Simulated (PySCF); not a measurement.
## Removing an electron from `[CH3][Ge]([CH3])([CH3])[CH3]`

C₄H₁₂Ge.
SMILES with atom numbers: `[CH3:1][Ge:2]([CH3:3])([CH3:4])[CH3:5]` (hydrogens: H6, H7, H8 on C1; H9, H10, H11 on C3; H12, H13, H14 on C4; H15, H16, H17 on C5)

Cartesian coordinates in Å at the PBE0-D3(BJ)/def2-SVP level; atoms count from 1:
```
atom  x, y, z in Å
C1    -0.2623   -1.0373   -1.6333
Ge2   -0.0020    0.0039    0.0035
C3    -0.0917    1.9133   -0.4188
C4    -1.4046   -0.4531    1.2903
C5     1.7491   -0.4155    0.7719
H6    -1.2393   -0.8124   -2.0873
H7    -0.2245   -2.1162   -1.4182
H8     0.5204   -0.8069   -2.3718
H9     0.0433    2.5215    0.4885
H10   -1.0663    2.1689   -0.8618
H11    0.6950    2.1893   -1.1373
H12   -2.4001   -0.2280    0.8785
H13   -1.3699   -1.5250    1.5379
H14   -1.2819    0.1182    2.2230
H15    1.8238   -1.4880    1.0076
H16    2.5556   -0.1614    0.0674
H17    1.9129    0.1522    1.7004
```

Level: PBE0/def2-SVPD (PySCF). Frontier orbitals with their largest atomic shares (Löwdin; up to four atoms above 4 %):

```tsv
orbital	ε (eV)	main atoms
HOMO−3	-10.66	C1 20 %, C5 16 %, C4 16 %, H6 8 %
HOMO−2	-8.13	?
HOMO−1	-8.12	?
HOMO	-8.12	?
LUMO	0.42	Ge2 23 %, C3 8 %, C5 8 %, C4 8 %
LUMO+1	1.46	C1 23 %, H6 11 %, H8 10 %, H7 10 %
LUMO+2	1.46	C3 20 %, C5 12 %, H10 11 %, H15 9 %
```

**Question.** What vertical ionisation energy does ΔSCF give, and how far is −ε(HOMO) from it?

**Answer.** ΔSCF: 9.94 eV (959 kJ/mol; threshold wavelength 125 nm); ⟨S²⟩ of the doublet left behind is 0.756, against 0.75 for a pure doublet. −ε(HOMO) is 8.12 eV, 1.82 eV below it. In exact Kohn–Sham theory the two would be equal; PBE0 (global hybrid, 25 % exact exchange) falls short of its own ΔSCF value by 18 %. Holes in the HOMO−1 and HOMO−2 were tried too where these lie within 1.2 eV of the HOMO; the lowest converged state counts.

**Question.** On which atoms does the HOMO lie?

**Answer.** HOMO: C1 34 %, Ge2 20 %, C4 14 %, C3 7 %; HOMO−1: C5 37 %, Ge2 20 %, C4 10 %, C1 6 %; HOMO−2: C3 32 %, Ge2 20 %, C4 19 %, H11 5 %. These 3 orbitals lie within 0.02 eV of one another. The HOMO−3 lies 2.54 eV lower.

**Question.** With α = 81.3 au, estimate the like-pair dispersion coefficient by London's formula C6 = (3/4)α²I.

**Answer.** I = 0.3652 Eh, so C6 ≈ 1810 au, a rough estimate.

**Question.** How many of the 10 lowest singlet excitations (vertical TDDFT, same level) lie below the ionisation energy?

**Answer.** All 10; they run from 7.46 to 8.54 eV.

**Question.** What total energies stand behind the ΔSCF value?

**Answer.** E(N) = -2235.84883 Eh and E(N − 1) = -2235.48365 Eh at the same geometry, 0.36518 Eh apart.

Isolated species at its PBE0-D3(BJ)/def2-SVP geometry, gas phase. The calculation is non-relativistic, for germanium too.
